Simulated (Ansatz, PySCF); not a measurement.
Reaction (SMILES): F[C]F + 3 [H][H] (H2) -> C (CH4) + 2 F (HF)
Each molecule is optimised on its own at B3LYP-D3(BJ)/def2-TZVP (Ansatz, an electronic-structure program). Unstable Hartree-Fock reference: F[C]F.

Property: energy of full hydrogenation (0 K, with B3LYP-D3(BJ) harmonic zero-point energies from PySCF), in eV. Valence correlation only, unless marked. Spin-orbit coupling is left out. Non-relativistic. FCI takes restricted orbitals. CBS marks a two-point X^-3 extrapolation of the correlation energy; Hartree-Fock from the larger set.

```json
[
 {"level": "SVWN5/def2-TZVPD", "program": "Ansatz", "energy of full hydrogenation (eV)": "___"},
 {"level": "PBE/def2-TZVPD", "program": "Ansatz", "energy of full hydrogenation (eV)": "-4.15"},
 {"level": "revPBE-D4/def2-TZVPD", "program": "Ansatz + dftd4", "energy of full hydrogenation (eV)": "-3.99"},
 {"level": "B3LYP-D4/def2-TZVPD", "program": "Ansatz + dftd4", "energy of full hydrogenation (eV)": "-4.13"},
 {"level": "PBE0-D4/def2-TZVPD", "program": "Ansatz + dftd4", "energy of full hydrogenation (eV)": "-4.42"},
 {"level": "PBE0/def2-QZVPP", "program": "Ansatz", "energy of full hydrogenation (eV)": "___"},
 {"level": "r2SCANh-D4/def2-TZVPD", "program": "Ansatz + dftd4", "energy of full hydrogenation (eV)": "-4.25"},
 {"level": "r2SCANh/def2-TZVPD", "program": "Ansatz", "energy of full hydrogenation (eV)": "-4.25"},
 {"level": "PW6B95/def2-TZVPD", "program": "PySCF", "energy of full hydrogenation (eV)": "-4.18"},
 {"level": "M06-2X/def2-TZVPD", "program": "PySCF", "energy of full hydrogenation (eV)": "-4.13"},
 {"level": "HSE06-D3(BJ)/def2-TZVPD", "program": "Ansatz + dftd3", "energy of full hydrogenation (eV)": "-4.43"},
 {"level": "LC-wPBE-D3(BJ)/def2-TZVPD", "program": "Ansatz + dftd3", "energy of full hydrogenation (eV)": "-4.43"},
 {"level": "PBE-QIDH/def2-TZVPD", "program": "Ansatz", "energy of full hydrogenation (eV)": "___"},
 {"level": "FCI/STO-3G", "program": "Ansatz", "energy of full hydrogenation (eV)": "-1.27"},
 {"level": "CCSD(T)/CBS(cc-pVTZ,cc-pVQZ)", "program": "Ansatz", "energy of full hydrogenation (eV)": "-4.33"}
]
```

**Question.** Some entries are withheld; supply them.

**Answer.** 
- SVWN5/def2-TZVPD, energy of full hydrogenation (eV): -4.54
- PBE0/def2-QZVPP, energy of full hydrogenation (eV): -4.47
- PBE-QIDH/def2-TZVPD, energy of full hydrogenation (eV): -4.52
